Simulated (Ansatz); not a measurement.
A run for Ansatz (a quantum-chemistry and plane-wave program): U-HF/def2-TZVPP on CH3S (SMILES [CH2]S), 2S+1 = 2, atoms moved off the minimum.

Ansatz 0.2 input:
```yaml
crystal:
  periodic: [false, false, false]
  atoms:
    - {symbol: C, position_ang: [-0.94502780, 0.48334444, 0.05340444]}
    - {symbol: S, position_ang: [0.48344047, -0.33306353, -0.03657778]}
    - {symbol: H, position_ang: [-1.91392219, -0.13339285, 0.00574943]}
    - {symbol: H, position_ang: [-1.06900119, 1.57932409, 0.06167785]}
    - {symbol: H, position_ang: [1.29203391, 0.76439054, -0.02822191]}
basis:
  gaussian:
    orbitals: def2-TZVPP
hamiltonian:
  xc: {name: HF}
magnetization: {spin_polarized: true, initial_magnetization: 1}
output: {forces: true}
```

The head of its log:

```
WARN ansatz: RAYON_NUM_THREADS=1 ignored (pool sized by the plan → 1); use --threads N
Functional definition: HF
integrals: 0.03 GiB planned
771 factors; their error is unknown
mean field: 0.25 GiB planned
mean field evaluation 1: about -11892.9011 eV, gradient 1.4e1 eV
mean field evaluation 2: about -11894.0994 eV, gradient 6.9e0 eV
```

### Question
What total energy does the run end on?

### Answer
-437.1164 hartree.
